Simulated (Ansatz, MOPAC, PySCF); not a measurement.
Species: H2SiO2F2, net charge 0, singlet state. SMILES: O[Si](O)(F)F
Geometry from a B3LYP-D3(BJ)/def2-TZVP (Ansatz, an electronic-structure program) optimisation:
```
Si
F 1 1.5802
F 1 1.5881 2 105.58
O 1 1.6130 2 107.11 3 -119.73
H 4 0.9598 1 119.41 2 -160.77
O 1 1.6206 2 112.38 3 119.33
H 6 0.9603 1 119.93 2 -73.62
```

Property: size of the dipole moment, in D. Conventions: non-relativistic; 6-311+G** with 5d, 6d on Na to Ar in Ansatz; no dispersion term unless named; six Cartesian d functions in 6-31G* and its kin unless marked 5d; spin-orbit terms left out; LANL2DZ with its own core potentials from Na on. Ab initio and DFT rows: single points at B3LYP-D3(BJ) geometries (Ansatz). Semi-empirical rows: dipoles at the shared geometry.

```json
[
 {"level": "PM3", "program": "MOPAC", "size of the dipole moment (D)": "1.83"},
 {"level": "MNDO", "program": "MOPAC", "size of the dipole moment (D)": "2.43"},
 {"level": "PBE/3-21G", "program": "Ansatz", "size of the dipole moment (D)": "2.83"},
 {"level": "PBE/LANL2DZ", "program": "Ansatz", "size of the dipole moment (D)": "3.12"},
 {"level": "PBE/def2-SVP", "program": "Ansatz", "size of the dipole moment (D)": "2.45"},
 {"level": "BP86/def2-SVP", "program": "PySCF", "size of the dipole moment (D)": "2.46"},
 {"level": "BP86/6-31G* (5d)", "program": "PySCF", "size of the dipole moment (D)": "2.46"},
 {"level": "B3LYP/6-31G*", "program": "Ansatz", "size of the dipole moment (D)": "2.52"},
 {"level": "B3LYP/6-31G**", "program": "Ansatz", "size of the dipole moment (D)": "2.50"},
 {"level": "B3LYP/def2-SVP", "program": "Ansatz", "size of the dipole moment (D)": "2.53"},
 {"level": "PBE0/6-311+G**", "program": "Ansatz", "size of the dipole moment (D)": "2.60"},
 {"level": "M06-2X/6-31G* (5d)", "program": "PySCF", "size of the dipole moment (D)": "2.58"},
 {"level": "B3PW91/6-31G* (5d)", "program": "PySCF", "size of the dipole moment (D)": "2.54"}
]
```

No value to compare with is used here. The 13 habitual levels span 1.83 (PM3) to 3.12 D (PBE/LANL2DZ).

The levels are drawn from those run, B3LYP/6-31G* more often than the rest, none by its result; left out are runs that failed, that the program found above a lower state of the same kind, or whose <S^2> lies over 0.5 above the pure value.
